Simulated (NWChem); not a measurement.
# C$_{3}$H$_{5}$ cation

```xyz
8

C      0.0015    -1.3824     0.0019
C     -0.0478    -0.1095    -0.0008
C     -0.0495     1.2914     0.0016
H     -0.9293    -1.9724    -0.0818
H      0.9584    -1.9266     0.0843
H      1.0466     1.5132     0.1004
H     -0.3676     1.7347    -0.9575
H     -0.5328     1.7310     0.8909
```
Atoms are numbered in this order, from 1.

Level: PBE0/def2-SVP (NWChem), optimised geometry, unscaled harmonic frequencies. 

```csv
frequency (cm⁻¹),IR intensity (km/mol)
190,18.5
287,13.6
352,7.6
540,1.5
829,83.1
921,46.6
999,16.8
1009,6.7
1225,89.7
1276,45.2
1300,33.4
1415,8.5
1979,205.0
2934,196.1
3078,86.5
3092,206.9
3166,50.3
3176,173.8
```

```yaml
zero_point_energy: 39.7 kcal/mol
thermal correction to the enthalpy at 298.15 K (with zero-point energy): 43.2 kcal/mol
heat capacity Cv: 14.7 cal/(mol K)
entropy at 298.15 K and 1 atm (symmetry number 1): 64.5 cal/(mol K)
```

Rigid rotor and harmonic oscillator.
